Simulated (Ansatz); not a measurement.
Li₇Sn. Charge 0, multiplicity 2. Geometry PBE0-D4/def2-TZVP; atoms count from 1.

```xyz
8

Li    1.653    2.540    1.545
Li    0.244   -3.086   -2.246
Li   -0.477    0.156    1.633
Li   -1.154   -0.438   -1.202
Li   -0.680   -2.826    0.694
Li    1.487   -0.874   -0.325
Li   -1.535    2.910    0.444
Sn    0.462    1.617   -0.543
```

In the def2 sets Sn takes a core potential; there is no spin–orbit coupling. Another isomer (doublet) lies 0.41 eV lower at PBE0-D4/def2-TZVP; other spin states weren't run for this one.

(1) Estimate the Mulliken populations from the PBE0/def2-TZVP orbitals of Ansatz.

(2) Where does the spin sit?

(3) And the Mayer bond orders between bonded heavy atoms (over 0.3)?

Results:

(1) 
```json
{"atom": "Li1", "charge (e)": "0.31", "spin (α − β)": "0.02"}
{"atom": "Li2", "charge (e)": "-0.05", "spin (α − β)": "0.24"}
{"atom": "Li3", "charge (e)": "0.16", "spin (α − β)": "0.22"}
{"atom": "Li4", "charge (e)": "0.23", "spin (α − β)": "0.01"}
{"atom": "Li5", "charge (e)": "-0.08", "spin (α − β)": "0.34"}
{"atom": "Li6", "charge (e)": "0.22", "spin (α − β)": "0.01"}
{"atom": "Li7", "charge (e)": "0.30", "spin (α − β)": "0.02"}
{"atom": "Sn8", "charge (e)": "-1.09", "spin (α − β)": "0.14"}
```
Mulliken values and Mayer orders depend strongly on the basis.

(2) Summed by element: Li 0.86, Sn 0.14, of 1 unpaired in all. Largest on single atoms: Li5 0.34, Li2 0.24, Li3 0.22.

(3) Li1–Sn8 0.75 (2.57 Å); Li2–Li5 0.41 (3.09 Å); Li3–Sn8 0.58 (2.78 Å); Li4–Sn8 0.46 (2.70 Å); Li6–Sn8 0.46 (2.70 Å); Li7–Sn8 0.75 (2.58 Å). Values over 0.3 also appear between atoms too far apart for a bond (Li3–Li5 0.31 at 3.13 Å); they arise where an orbital or an unpaired electron spreads over both atoms.
